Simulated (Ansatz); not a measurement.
System: silicon atom, Si, charge 0, multiplicity 3.

Property: electron affinity to the quartet, in eV. Terms: non-relativistic; UHF or UKS for open shells; frozen cores in correlated levels; spin-orbit terms left out; 6-31G* and kin with 6d, 5d where marked; 6-311+G** with 5d, 6d on Na to Ar in Ansatz (a program for electronic structure); each state is the SCF solution reached for its charge and spin. Basis-set limits of correlation are two-point, X^-3; Hartree-Fock from the larger set. Anions need diffuse functions, which STO-3G, LANL2DZ, def2-SVP, cc-pVDZ and Pople sets without + lack.

Measured values: pymatgen's periodic table; they hold spin-orbit and core effects. 

Value to compare with, the measured value: 1.39 eV.

```tsv
level	program	electron affinity to the quartet (eV)	error
B3LYP/STO-3G	Ansatz	-6.51	-7.90
B3LYP/3-21G	Ansatz	0.83	-0.56
B3LYP/6-31G*	Ansatz	0.95	-0.44
B3LYP/6-311+G**	Ansatz	1.33	-0.06
B3LYP/def2-TZVPD	Ansatz	1.09	-0.30
CCSD(T)/CBS(aug-cc-pV(T+d)Z,aug-cc-pV(Q+d)Z)	Ansatz	1.42	0.03
```

Among the 4 habitual levels, B3LYP/STO-3G lies farthest from the measured value (-7.90 eV) and B3LYP/6-311+G** nearest (-0.06); 0 of 4 lie above it, and their mean absolute error is 2.24 eV, the median 0.50. One case shows no general order.

The sets are all those run for this method; runs whose electronic state is in doubt are left out.
